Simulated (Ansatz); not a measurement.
Total energies of `C[CH2][Al]([CH3])[CH3]`.

Cartesian coordinates in Å:
```
C 1.2791 -1.6172 -1.1073
C 1.2800 -0.1524 -0.6731
Al -0.3100 0.4873 0.2912
C -0.3455 2.3217 0.9783
C -1.8310 -0.7181 0.5592
H 2.1896 -1.8951 -1.6480
H 0.4339 -1.8434 -1.7637
H 1.1967 -2.2922 -0.2506
H 1.4171 0.5001 -1.5473
H 2.1590 0.0574 -0.0478
H -1.3544 2.7443 0.9891
H 0.0096 2.3396 2.0164
H 0.3024 2.9984 0.4141
H -2.3253 -0.9279 -0.3971
H -2.5889 -0.3131 1.2344
H -1.5123 -1.6893 0.9522
```

Charge 0, multiplicity 1. Geometry: relaxed with PBE0-D4/def2-TZVP. It is one conformer, not always the lowest. Basis def2-TZVPP, the Gaussian-basis code of Ansatz.

RPA on PBE orbitals: Hartree–Fock energy of these orbitals -399.82371 Eh, correlation -1.38369 Eh (frozen core).

```json
{"functional": "r2SCAN", "energy without D4 (Eh)": "-401.42642", "D4 term (kJ/mol)": "-7.3"}
{"functional": "CAM-B3LYP", "energy without D4 (Eh)": "-401.46501", "D4 term (kJ/mol)": "-23.5"}
```

(1) Give the same for LDA (SPW92), PBE, revPBE, BLYP, B97M-V, PBE0, B3LYP, r2SCANh, r2SCAN0, HSE06 (plane-wave form), BHLYP, LC-ωPBE, ωB97X-V, ωB97M-V, B2PLYP, PBE-QIDH. (Estimate.)

B3LYP takes the VWN-RPA correlation (the form of Gaussian; ORCA's B3LYP/G). HSE06 is the plane-wave form, built on full-range PBE exchange. The double hybrids freeze the cores in their second-order part.

Answers

(1) The calculation gave: 
```
             functional  energy without D4 (Eh)  D4 term (kJ/mol)
            LDA (SPW92)              -398.96110                 –
                    PBE              -401.18177             -27.1
                 revPBE              -401.45211             -81.9
                   BLYP              -401.45617             -58.3
                 B97M-V              -401.50539                 –
                   PBE0              -401.24008             -23.1
                  B3LYP              -401.59545             -43.0
                r2SCANh              -401.41992              -7.7
                r2SCAN0              -401.41109              -8.5
HSE06 (plane-wave form)              -401.22333             -21.6
                  BHLYP              -401.45360             -32.8
                LC-ωPBE              -401.38099                 –
                ωB97X-V              -401.47243                 –
                ωB97M-V              -401.43543                 –
                 B2PLYP              -401.28061                 –
               PBE-QIDH              -401.13188                 –
```

LC-ωPBE has ω = 0.4 bohr⁻¹.
